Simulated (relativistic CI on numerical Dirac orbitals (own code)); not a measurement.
Slater and spin-orbit integrals, Co15+

Method of calculation: Dirac-Coulomb-Breit CI, orbitals from a KLI potential per configuration, a model potential for QED, unscaled Slater integrals (own radial code, finite nucleus).

Slater integrals F^k, G^k are unscaled and averaged over j, outside the closed core [Ne]; ζ comes from projecting the Hamiltonian with its Breit term on Σ l·s of the shell.

- 3s3p: G^1(3s,3p) = 200770, ζ(3p) = 16175 cm⁻¹; <r>(3s) = 0.6489, <r^2>(3s) = 0.4782, <r>(3p) = 0.6408, <r^2>(3p) = 0.4724 (bohr units).
- 3p²: F^2(3p,3p) = 155730, ζ(3p) = 16157 cm⁻¹; <r>(3p) = 0.6421, <r^2>(3p) = 0.4744 (bohr units).
- 3s3d: G^2(3s,3d) = 132540, ζ(3d) = 1336.6 cm⁻¹; <r>(3s) = 0.6497, <r^2>(3s) = 0.4793, <r>(3d) = 0.5891, <r^2>(3d) = 0.402 (bohr units).

Averages of the first 10 configurations, taken without configuration mixing, which lowers the lowest level and can move excited configurations by several eV; other configurations of the list can lie among them:

```tsv
Configuration	Parity	States	Average energy above the lowest level (eV)
3s²	even	1	2.5
3s3p	odd	12	37.2
3p²	even	15	78.8
3s3d	even	20	92.1
3d²	even	45	185.0
3p3d	odd	60	130.7
3p4s	odd	12	284.8
3s4s	even	4	245.5
3d4s	even	20	336.4
3s4p	odd	12	261.4
```
